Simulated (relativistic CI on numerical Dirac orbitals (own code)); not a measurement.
**What each ingredient does to the levels of Pb LXXXI**

Base calculation: Dirac-Coulomb-Breit CI, orbitals from a KLI potential per configuration, model QED, unscaled Slater integrals.

Configuration list: 1s2, 1s.2s, 1s.2p, 1s.3s, 1s.3p, 1s.3d, 1s.4s, 1s.4p, 1s.4d, 1s.4f, 1s.5s, 1s.5p, 1s.5d, 1s.5f, 1s.5g, 1s.6s, 1s.6p, 1s.6d, 2s2. Levels of other configurations are missing.

Variants: (1) configuration mixing switched off. Shifts of the energy above 1s2 1S_0, in eV, for the lowest level and the first level of each name with at least 55 % of one term (blank where a level changes its place among those of its configuration and J or its character, or is not in the variant):

| Level | Base | Δ(1) |
| --- | --- | --- |
| 1s2 1S_0 | 0.0 | 0.0 |
| 1s.2s 3S_1 | 73966.0 | -0.8 |
| 1s.2p 3P°_1 | 74097.6 | -0.7 |
| 1s.2s 1S_0 | 74157.8 | -0.3 |
| 1s.2p 3P°_0 | 74162.4 | -0.5 |
| 1s.2p 3P°_2 | 76623.7 | -0.8 |
| 1s.2p 1P°_1 | 76680.3 | -0.7 |
| 1s.3s 3S_1 | 88466.3 | -0.8 |
| 1s.3p 3P°_1 | 88500.8 | -0.8 |
| 1s.3s 1S_0 | 88517.3 | -1.2 |
| 1s.3p 3P°_0 | 88517.5 | -0.8 |
| 1s.3p 3P°_2 | 89253.6 | -0.8 |
| 1s.3d 3D_2 | 89263.1 | -0.8 |
| 1s.3d 3D_1 | 89268.9 | -0.8 |

At this charge energies of transitions that change n are usually good to better than 1 %, and those within a shell (Δn = 0) to a few per cent.

Ionisation energy from the two ground configurations alone: base 99486.4 eV. The NIST ASD value (theoretical) is 99491.8 eV.

LS names give the leading component of a level, which can be under half, so a name can repeat, a term be missing and a line seem to break the LS rules.
